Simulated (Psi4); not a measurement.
Intermolecular potential of C3H8 ··· H3O+ (SMILES CCC and [OH3+]) (charge +1). Monomers: optimised at B3LYP-D3(BJ) (def2-TZVP), held rigid. Orientation: lowest of the rigid-body minima from ten starts at GFN2-xTB. The monomers approach along the line of their centres of mass (distance R); nothing else relaxes. The table gives interaction energies.

| R / Å | A | B | C |
|---|---|---|---|
| 2.85 | 44.41 | 15.19 | 14.37 |
| 2.97 | 13.84 | -8.46 | -11.59 |
| 3.22 | -17.95 | -30.05 | -35.70 |
| 3.41 | -25.75 | -32.86 | -39.15 |
| 3.59 | -26.91 | -30.91 | -37.15 |
| 3.81 | -24.68 | -26.43 | -32.03 |
| 4.15 | -19.04 | -19.28 | -23.46 |
| 4.38 | -15.42 | -15.26 | -18.55 |
| 4.88 | -9.53 | -9.14 | -11.06 |
| 5.59 | -5.02 | -4.71 | -5.63 |
| 6.62 | -2.25 | -2.10 | -2.45 |
| 7.94 | -0.95 | -0.89 | -1.02 |

Energies in kJ/mol.

Problem. Assign the columns to these levels of theory: Psi4 with HF/aug-cc-pVDZ, counterpoise-corrected; DF-MP2/aug-cc-pVDZ, frozen core, counterpoise-corrected run with Psi4; Psi4 with SAPT0/jun-cc-pVDZ, frozen core.

Solution. A is HF/aug-cc-pVDZ; B is SAPT0/jun-cc-pVDZ; C is MP2/aug-cc-pVDZ.
